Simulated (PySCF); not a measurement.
CuH₂: fields on a plane

These are results of UTPSS in PySCF with Cu def2-TZVP, H def2-TZVP; no relativity; density-fitted integrals, not measurements.

The doublet minimum has Cu–H 1.526 Å (×2); H–Cu–H 123.0°.

The plane holds Cu1 at (0.00, 0.00), H2 at (1.53, 0.00), H3 at (-0.83, 1.28) Å. Columns run from x = -2.85 to 3.75 Å, rows from y = 3.45 (top) to -1.95 Å, in steps of 0.3 Å. Other isomers or separated fragments may lie lower.

Question: Give the highest occupied orbital (Å^-3/2) at -6.08 eV (cut at ±0.3; overall sign arbitrary). Every second row and column.

Answer: 
```
 0.00  0.01  0.01  0.01  0.01  0.01  0.00  0.00  0.00  0.00  0.00  0.00
 0.01  0.02  0.03  0.04  0.04  0.02  0.01  0.00  0.00  0.00  0.00  0.00
 0.01  0.04  0.08  0.12  0.10  0.05  0.01  0.00 -0.01 -0.01  0.00  0.00
 0.02  0.06  0.15  0.30  0.24  0.08  0.01 -0.02 -0.03 -0.02 -0.01  0.00
 0.03  0.07  0.19  0.30  0.25  0.01 -0.02 -0.08 -0.09 -0.05 -0.02 -0.01
 0.02  0.07  0.15  0.25 -0.13 -0.29  0.06 -0.25 -0.22 -0.10 -0.04 -0.01
 0.02  0.05  0.12  0.25  0.30 -0.30 -0.03 -0.30 -0.30 -0.12 -0.04 -0.01
 0.01  0.03  0.07  0.11  0.03 -0.30 -0.25 -0.24 -0.18 -0.08 -0.03 -0.01
 0.01  0.02  0.03  0.02 -0.04 -0.13 -0.14 -0.12 -0.08 -0.04 -0.02 -0.01
 0.00  0.01  0.01  0.00 -0.02 -0.05 -0.06 -0.05 -0.03 -0.02 -0.01  0.00
```

Question: Give the electron localisation function (set to 0 where the density is under 0.005 e/Å³). Lower edges of the bins: '0' 0.000, '1' 0.100, '2' 0.200, '3' 0.300, '4' 0.400, '5' 0.500, '6' 0.600, '7' 0.700, '8' 0.800, '9' 0.900; top 1.00.

Answer: 
```
00000000000000000000000
00000000000000000000000
00000000000000000000000
00007999973000000000000
00089999996100000000000
00799999996200000000000
00999999996211110000000
00999999984212356600000
00999999831123689980000
00899996222114999997000
00677631367416999999000
00343211722627999999000
00222101622727999999000
00011101476316999999000
00000101221115999998000
00000011110015899990000
00000001110114689800000
00000000000112466000000
00000000000012200000000
```

With open d or f shells other occupations or spin states may lie lower.
